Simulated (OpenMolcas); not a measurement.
Os4+ (d4) among equal point charges was computed by CASSCF with the d shell active (OpenMolcas, ANO-RCC-VDZP on the metal). Its lowest spin-free states, and all those of the highest spin:

```csv
2S+1,Degeneracy,E (cm-1)
5,3,0.0
5,2,3357
3,3,15612
3,3,17139
3,3,18411
3,2,19908
3,3,20505
3,3,20815
1,1,21358
3,3,22825
3,1,22968
3,3,23005
```

Is the site octahedral, tetrahedral or cube-like, axial, or of lower symmetry?

The states with 2S+1 = 5 have orbital degeneracies 3, 2. Threefold states need a cubic site. For d4 at this spin an octahedron puts the twofold E below the threefold T2 and a tetrahedron or cube puts the threefold T2 below the twofold E, so the site is a tetrahedron or a cube, which this pattern cannot tell apart. The first gap at this spin, 3360 cm-1, is |10Dq| in ligand-field theory. The run had Os4+ among 8 point charges of -0.65 e arranged as a cube (Oh), 2 Å from the ion.

Spin-orbit coupling mixes the spin-free states strongly: the lowest level takes only 48 % from its leading state, 5T2. Without dynamic correlation the repulsion within the d shell is too large (B by tens of per cent), so at a given field states of lower spin stand too high. Point charges give a weaker field than real ligands, and real ions of this kind are as a rule low spin; the high spin found here belongs to the model. The ground term spreads over less than 5000 cm-1, several times less than with real ligands, so orbital moments are less quenched and χT lies further from the spin-only value than at real sites. Point charges carry no covalency, so the field is a model and not that of real ligands. No measured value stands beside these numbers.
